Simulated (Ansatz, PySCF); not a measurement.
Mean bond length (Å) of eight silicon and germanium compounds: PBE-D3(BJ) beside ωB97X-D3(BJ), computed with Ansatz (a quantum-chemistry and plane-wave program) and PySCF for isolated molecules in the bases named; differences from unrounded values. The eight are the first of their class met in an unordered collection, after screening for sound electronic states; none was chosen by its value. Each level has its own optimised geometry.

```
molecule                                                basis  ωB97X-D3(BJ)  PBE-D3(BJ)  difference
---------------------------------------------------  --------  ------------  ----------  ----------
H₅NO₃Si, SMILES N[Si](O)(O)O                         def2-SVP         1.289       1.301       0.012
C2H5NO2Si, SMILES O[Si@@H]1C=NCO1                    def2-SVP         1.374       1.385       0.011
C2H4F2Ge, SMILES [CH](=C)[GeH]([F])[F]               def2-SVP         1.442       1.455       0.013
C3H12OSi2, SMILES C[SiH2][C@H]([SiH3])CO             def2-SVP         1.392       1.403       0.011
C₃H₇NSi, SMILES C1N(CC=1)[SiH3]                      def2-SVP         1.365       1.374       0.009
Si(H)2(Cl)(NMe2) (C₂H₈ClNSi), SMILES CN(C)[SiH2]Cl   def2-SVP         1.358       1.368       0.010
Si(F)3(GeH3) (F₃GeH₃Si), SMILES [Si]([GeH3])(F)(F)F  def2-SVP         1.682       1.697       0.015
C₃H₄FNSi, SMILES F[Si@H]1C=CC=N1                     def2-SVP         1.418       1.428       0.010
```

PBE-D3(BJ) lies below ωB97X-D3(BJ) in 0 and above it in 8 of the eight; the mean signed difference is 0.011 and the largest 0.015 Å.
